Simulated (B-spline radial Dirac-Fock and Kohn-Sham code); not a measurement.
X-ray lines that fill the K vacancy in Dy³⁺

System: the Dy³⁺ ion in the configuration 1s2 2s2 2p6 3s2 3p6 3d10 4s2 4p6 4d10 4f9 5s2 5p6, inside a Watson sphere of charge -3 and radius 2.4 Å (a model of the Madelung potential; inside it an electron's potential energy is raised by 18.0 eV).

Calculated with a B-spline atomic structure program, using independent-particle rates on relativistic LDA orbitals of the hole state (multipoles up to L = 3, Coulomb Auger matrix elements, transition energies from Dirac-Fock).

```tsv
line	multipole	energy (eV)	width (meV)	share (%)
Kα2	E1	45204.1	6680	28.8
Kα1	E1	45995.1	12000	51.5
Kβ3	E1	51938.8	1210	5.24
Kβ1	E1	52105.6	2360	10.2
Kβ5''	E2	52452.8	20.4	0.0880
Kβ5'	E2	52488.3	26.7	0.115
Kβ2''	E1	53445.0	270	1.16
Kβ2'	E1	53482.2	526	2.27
K-N4	E2	53617.9	4.68	0.0202
K-N5	E2	53624.6	6.09	0.0263
K-O2	E1	53760.7	40.9	0.177
K-O3	E1	53765.9	78.4	0.338
```

The listed lines hold 100.0 % of the radiative rate. The radiative width is 23.2 eV in the length form and 23.7 eV in the velocity form; the two differ because the transition energies are not eigenvalue differences of the potential that gave the orbitals. Kα2/Kα1 is 0.559 and Kβ/Kα is 0.244.
